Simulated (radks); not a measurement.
Results of a calculation; reference values are marked as such.
All-electron atom: Cs+ in [Xe]. Level of theory: Dirac Kohn-Sham, BLYP, spin-unpolarised, spherical densities, finite nucleus; Fermi nuclear charge, rms radius 4.8041 fm (a radial shooting solver on a logarithmic mesh with Libxc functionals).

Unscreened Slater integrals over Kohn-Sham orbitals (hartree). Large and small components are both included.

integral            value
F0(5p3/2,5p3/2)   0.42789
F2(5p3/2,5p3/2)   0.22879
F0(5p3/2,5p1/2)   0.43760
G2(5p3/2,5p1/2)   0.23281
F0(5p3/2,5s1/2)   0.46558
G1(5p3/2,5s1/2)   0.30333
F0(5p3/2,4d5/2)   0.53961
F2(5p3/2,4d5/2)   0.14625
G1(5p3/2,4d5/2)  0.042357
G3(5p3/2,4d5/2)  0.040300
F0(5p1/2,5p1/2)   0.44819
F0(5p1/2,5s1/2)   0.47888
G1(5p1/2,5s1/2)   0.32271
F0(5p1/2,4d5/2)   0.56220
G3(5p1/2,4d5/2)  0.046308
F0(5s1/2,5s1/2)   0.51817
F0(5s1/2,4d5/2)   0.63492
G2(5s1/2,4d5/2)  0.074191
F0(4d5/2,4d5/2)    1.0717
F2(4d5/2,4d5/2)   0.54393
F4(4d5/2,4d5/2)   0.36225
